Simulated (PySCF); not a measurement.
**Which determinant of CsO⁺ lies lowest?**

Unrestricted PBE0; Cs def2-SVP with ECP46, O def2-SVP; scalar-relativistic core potentials (PySCF 2.14). Outer shells of the fragments: Cs+ closed shells only; O 2s2 2p4.

Followed along the bond (rough minima from three points):

```tsv
2Ms+1	unpaired	⟨S²⟩ at the start	R at minimum (Å)	Te (eV)
3	π ↑↑	2.00	3.33	0.00
3	σ ↑, π ↑	2.00	3.41	0.16
1	π ↑↓	1.00	3.33	0.78
1	σ ↑, π ↓	1.00	3.39	0.94
```

Solutions found at the starting distance of 2.905 Å, counted from the lowest of them; the search is not exhaustive and high or unbound solutions are not listed, so other states can lie among these:

```json
{"2Ms+1": "3", "unpaired": "π ↑↑", "term": "³Σ⁻", "E (eV)": "0.00", "⟨S²⟩": "2.00", "⟨Lz²⟩": "0.00", "μ (D)": "-0.88"}
{"2Ms+1": "3", "unpaired": "σ ↑, π ↑", "term": "³Π", "E (eV)": "0.12", "⟨S²⟩": "2.00", "⟨Lz²⟩": "1.00", "μ (D)": "-1.15"}
{"2Ms+1": "1", "unpaired": "π ↑↓", "term": "mixed", "E (eV)": "0.78", "⟨S²⟩": "1.00", "⟨Lz²⟩": "2.00", "μ (D)": "-0.89"}
{"2Ms+1": "1", "unpaired": "σ ↑, π ↓", "term": "mixed", "E (eV)": "0.89", "⟨S²⟩": "1.00", "⟨Lz²⟩": "1.00", "μ (D)": "-1.17"}
{"2Ms+1": "1", "unpaired": "none", "term": "mixed", "E (eV)": "3.03", "⟨S²⟩": "0.00", "⟨Lz²⟩": "2.00", "μ (D)": "-0.88"}
{"2Ms+1": "1", "unpaired": "none", "term": "¹Σ⁺", "E (eV)": "3.18", "⟨S²⟩": "0.00", "⟨Lz²⟩": "0.00", "μ (D)": "-1.53"}
```

A term symbol is given only where ⟨S²⟩ and ⟨Lz²⟩ are close to those of a pure state; real π, δ and φ orbitals otherwise mix terms. A positive dipole points towards O; it is taken about the centre of mass and depends on that origin.

Spin–orbit coupling is left out.
